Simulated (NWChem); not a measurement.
Correlation energy of H$_{2}$O$_{3}$P

```
P
O 1 1.4875
O 1 1.6229 2 115.15
H 3 0.9675 1 111.70 2 -149.88
O 1 1.6419 2 116.58 3 -114.56
H 5 0.9672 1 111.60 2 -42.64
```
Charge 0, spin multiplicity 2.

All runs are NWChem calculations. Structure: optimised with UPBE0/def2-SVP, a minimum by its harmonic frequencies. It is one conformer; others weren't searched.

Basis set: def2-SVP. Each correlation energy counts from its own Hartree-Fock reference.

```tsv
method	correlation energy (mHa)
CCSD(T) on ROHF	-699.0
CCSD(T) on UHF	-694.1
CCSD on UHF	-676.2
UMP2	-661.9
CCSD[T] on ROHF	-701.3
CCSD[T] on UHF	-696.1
CCSD on ROHF	-680.5
SCS-UMP2	-637.4
```

The values span 63.9 mHa, from CCSD[T] on ROHF (lowest) to SCS-UMP2 (highest). 

The correlated methods keep 8 core orbitals frozen. The structure started from a generated list of species. No SCF solution was tested for a lower state. Open-shell Hartree-Fock references start from PBE0 orbitals. No row is a measurement; the coupled-cluster row has its own basis-set and correlation limits.
